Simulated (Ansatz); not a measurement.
A single point on `[CH3][W-3]1234([C]#[O+])([C]#[O+])([C]#[O+])[C@@H]5[C@H]1[C@H]2[C@@]3([SiH3])[C@@H]54`.

```yaml
crystal:
  periodic: [false, false, false]
  atoms:
    - {symbol: C, position_ang: [0.698160, -1.984604, 0.818829]}
    - {symbol: W, position_ang: [-0.126780, 0.159348, 0.828747]}
    - {symbol: C, position_ang: [0.681230, -0.149404, 2.616991]}
    - {symbol: O, position_ang: [1.195101, -0.318909, 3.626803]}
    - {symbol: C, position_ang: [-1.694975, -1.057938, 0.792873]}
    - {symbol: O, position_ang: [-2.592127, -1.767443, 0.724718]}
    - {symbol: C, position_ang: [-1.415362, 1.088374, 2.028533]}
    - {symbol: O, position_ang: [-2.157893, 1.624961, 2.718584]}
    - {symbol: C, position_ang: [0.649230, 2.202951, 0.000582]}
    - {symbol: C, position_ang: [1.738728, 1.300653, -0.108351]}
    - {symbol: C, position_ang: [1.365669, 0.287376, -1.017303]}
    - {symbol: C, position_ang: [0.042341, 0.532741, -1.490396]}
    - {symbol: Si, position_ang: [-0.926519, -0.492390, -2.704642]}
    - {symbol: C, position_ang: [-0.390538, 1.735954, -0.849751]}
    - {symbol: H, position_ang: [0.294089, -2.624236, 1.601295]}
    - {symbol: H, position_ang: [1.782256, -1.947013, 0.937903]}
    - {symbol: H, position_ang: [0.462835, -2.437862, -0.145900]}
    - {symbol: H, position_ang: [0.627439, 3.099341, 0.601455]}
    - {symbol: H, position_ang: [2.685023, 1.377795, 0.405487]}
    - {symbol: H, position_ang: [1.977197, -0.560291, -1.289094]}
    - {symbol: H, position_ang: [-0.620164, -1.929201, -2.492522]}
    - {symbol: H, position_ang: [-2.372552, -0.232087, -2.499390]}
    - {symbol: H, position_ang: [-0.559750, -0.129012, -4.099536]}
    - {symbol: H, position_ang: [-1.342647, 2.220917, -1.005947]}
basis:
  gaussian: {orbitals: def2-QZVPP}
correlation: {method: mp2}
```

```sh
$ ansatz run in.yaml --threads 11 --pin off --events-out ev --progress --plain --max-ram 174080MiB --backend cuda --devices 0, --max-vram 75GiB
```

It prints (some lines left out):

```
Functional definition: HF
6885 factors; integrals over basis functions are off by at most 1.1e-3 eV
mean field evaluation 1: about -25209.7827 eV, gradient 6.6e1 eV
mean field evaluation 2: about -25210.3720 eV, gradient 6.6e1 eV
mean field evaluation 4: about -25220.4053 eV, gradient 1.4e1 eV
mean field evaluation 8: about -25220.9081 eV, gradient 6.8e-1 eV
mean field evaluation 16: about -25220.9173 eV, gradient 2.4e-6 eV
mean field -25220.91728045 eV, -926.8516147047 hartree, gradient 4.3e-6 eV, S^2 0.000000; 0 other end points of the search recorded, 0 dependent functions left out
17 core orbitals not correlated: weight in the atoms' cores, before any rotation towards them, 1.000 or more for the frozen orbitals, at most 0.000 for the correlated occupied ones
reference -25220.91728045 eV, -926.8516147047 hartree; 41, 41 occupied and 1077, 1077 virtual orbitals, 6885 factors
second order -82.38879571 eV of doubles, -0.00000000 eV of singles
Total energy: -25303.30607615 eV, -929.8793471017 hartree
```

Hardware: 11 threads of an AMD EPYC 7R13 on a shared host and a whole NVIDIA H100 80 GB. Wall time 22 s, peak host memory 2 GiB.
